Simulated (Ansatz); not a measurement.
`B[O][In]([F])[CH2][SiH3]`, relaxed with RKS PBE0-D4/def2-TZVP in Ansatz 0.2.0 from a GFN2-xTB geometry. The force threshold is 0.005 eV/Å; the program also tests the step.

Total charge 0; spin multiplicity 1. In takes the def2 core potential.

Start:

```xyz
13

B     3.211   -0.704    0.055
O     1.999   -0.335   -0.275
In    0.149   -1.181   -0.011
F     0.177   -2.888    1.073
C    -1.566    0.037   -0.805
Si   -1.900    1.495    0.367
H     4.080    0.048   -0.233
H     3.481   -1.721    0.604
H    -2.396   -0.655   -0.898
H    -1.222    0.347   -1.786
H    -2.402    0.971    1.645
H    -2.938    2.303   -0.291
H    -0.675    2.282    0.553
```

| step | energy (eV) | largest force (eV/Å) | largest move (Å) |
| --- | --- | --- | --- |
| 1 | -19637.2407 | 1.954 | 0.000 |
| 2 | -19637.4718 | 0.569 | 0.169 |
| 3 | -19637.4788 | 0.640 | 0.107 |
| 4 | -19637.4877 | 0.382 | 0.060 |
| 5 (rejected) | -19637.4531 | 0.529 | 0.200 |
| 6 | -19637.5056 | 0.206 | 0.100 |
| 7 | -19637.5081 | 0.203 | 0.100 |
| 8 | -19637.5143 | 0.044 | 0.037 |
| 9 | -19637.5151 | 0.072 | 0.031 |
| 10 | -19637.5162 | 0.082 | 0.036 |
| 11 | -19637.5172 | 0.090 | 0.022 |
| 14 | -19637.5195 | 0.031 | 0.046 |
| 17 | -19637.5199 | 0.010 | 0.027 |
| 20 | -19637.5200 | 0.006 | 0.010 |
| 23 | -19637.5202 | 0.035 | 0.030 |
| 26 | -19637.5208 | 0.047 | 0.047 |
| 29 (rejected) | -19637.5192 | 0.205 | 0.092 |
| 32 | -19637.5221 | 0.049 | 0.004 |
| 35 | -19637.5231 | 0.048 | 0.019 |
| 38 (rejected) | -19637.5233 | 0.141 | 0.135 |
| 41 | -19637.5241 | 0.091 | 0.024 |
| 44 | -19637.5244 | 0.044 | 0.028 |
| 47 | -19637.5247 | 0.025 | 0.040 |
| 50 | -19637.5248 | 0.026 | 0.009 |
| 53 | -19637.5248 | 0.007 | 0.008 |
| 56 (rejected) | -19637.5248 | 0.012 | 0.008 |
| 57 | -19637.5248 | 0.002 | 0.004 |

End:

```xyz
13

B     3.203   -0.739    0.127
O     2.150   -0.626   -0.694
In    0.249   -1.025   -0.253
F     0.174   -2.717    0.709
C    -1.483    0.065   -0.806
Si   -1.936    1.418    0.407
H     4.300   -0.526   -0.325
H     3.070   -1.029    1.294
H    -2.290   -0.665   -0.892
H    -1.284    0.489   -1.793
H    -2.178    0.829    1.750
H    -3.160    2.135   -0.037
H    -0.816    2.390    0.513
```

Run time 2.3 min (2 threads of an AMD EPYC 7R13 on a shared host and a share of an NVIDIA H100 80 GB); peak host memory 0.95 GiB.
